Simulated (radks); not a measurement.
Q: Isoelectronic series with 7 electrons, all held in the configuration [He] 2s2 2p3, which need not be the ground one along the series. All-electron calculation, Dirac Kohn-Sham, PBE, spin-unpolarised, spherical densities, finite nucleus; open shells are shared between the two j in proportion to 2j + 1; Fermi nuclear charge, rms radius of each element as measured or else 0.836 A^(1/3) + 0.57 fm. Program: a radial shooting solver on a logarithmic mesh with Libxc functionals. Total energies (hartree) and orbital eigenvalues (hartree):

| ion | E (hartree) | 2p3/2 | 2p1/2 | 2s1/2 |
|---|---|---|---|---|
| N | -54.45303 | -0.26030 | -0.26100 | -0.68289 |
| Ne3+ | -124.11941 | -2.95809 | -2.96377 | -3.79776 |
| Al6+ | -223.28407 | -7.95182 | -7.97361 | -9.22420 |
| S9+ | -352.04898 | -15.20894 | -15.26814 | -16.93787 |
| K12+ | -510.58821 | -24.72426 | -24.85583 | -26.94820 |
| Mn18+ | -917.93255 | -50.53238 | -50.98617 | -53.93871 |
| Ni21+ | -1167.32837 | -66.83133 | -67.58079 | -70.97311 |
| Ga24+ | -1447.68189 | -85.39965 | -86.57187 | -90.41189 |
| Se27+ | -1759.41618 | -106.2431 | -107.9988 | -112.2956 |
| Rb30+ | -2103.01055 | -129.3685 | -131.9065 | -136.6705 |
| Zr33+ | -2479.00372 | -154.7833 | -158.3464 | -163.5893 |
| Tc36+ | -2887.99775 | -182.4961 | -187.3763 | -193.1108 |
| Pd39+ | -3330.66833 | -212.5161 | -219.0610 | -225.3015 |
| In42+ | -3807.76778 | -244.8536 | -253.4734 | -260.2359 |
| Te45+ | -4320.12668 | -279.5198 | -290.6947 | -297.9966 |
| Cs48+ | -4868.6806 | -316.5265 | -330.8160 | -338.6766 |
| Ce51+ | -5454.4545 | -355.8868 | -373.9386 | -382.3788 |
| Pm54+ | -6078.5912 | -397.6144 | -420.1759 | -429.2182 |
| Gd57+ | -6742.3316 | -441.7243 | -469.6544 | -479.3215 |
| Ho60+ | -7447.1571 | -488.2321 | -522.5159 | -532.8361 |
| Yb63+ | -8194.5816 | -537.1546 | -578.9196 | -589.9189 |
| Ta66+ | -8986.4272 | -588.5094 | -639.0442 | -650.7538 |

Estimate the row of Ti15+.

A: E (hartree) -699.12565; 2p3/2 -36.49795; 2p1/2 -36.75407; 2s1/2 -39.27367.
